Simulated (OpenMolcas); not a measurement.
Computed levels of 4f10 in ions with 64 electrons, in cm-1 above 5I8.

| Quantity | Value |
| --- | --- |
| Program | OpenMolcas 26.06 |
| Method | CASSCF |
| Basis | ANO-R2 |
| Scalar Hamiltonian | X2C, finite nucleus |
| Spin-orbit coupling | state interaction with AMFI integrals over the reference wave functions, term energies averaged over their components |

Active space for each ion: 10 electrons in 7 orbitals (4f).

```
 Level   Dy2+   Er4+
   5I7   4259   6078
   5I6   7392  10401
   5I5   9755  13556
   5I4  11600  16052
   5F5  18508  22168
   5S2  21050  25487
   5F4  21273  26160
3K8(1)  21571  26217
   5F3  22974  28514
```

Question: Estimate 5I4, 5F5, 5S2 for Ho3+ from its neighbours Dy2+ and Er4+.

Answer: 5I4 is fine structure, which grows about as the fourth power of a screened charge, so the fourth roots are averaged: ((11600^0.25 + 16052^0.25) / 2)^4 = 13691. The calculation gives 13753, so the estimate is off by -0.5 %.
5F5 is another term, which grows about linearly with the charge: (18508 + 22168) / 2 = 20338. The calculation gives 20411, so the estimate is off by -0.4 %.
5S2 is another term, which grows about linearly with the charge: (21050 + 25487) / 2 = 23268. The calculation gives 23356, so the estimate is off by -0.4 %.

Mixed levels, with the weight of the term that names them: Ho3+ 5S2 (74 %), Er4+ 5S2 (68 %), Er4+ 3K8(1) (75 %).

High states are left out of the spin-orbit mixing, which shifts the levels that they would mix with. Without dynamic correlation excited terms often stand tens of per cent too high (terms of higher spin than the ground term too low), and those without a measured partner can miss by more than the paired ones. Only configurations of the active space appear.

A number in round brackets counts repeated terms of one configuration in the order of the reference energies.
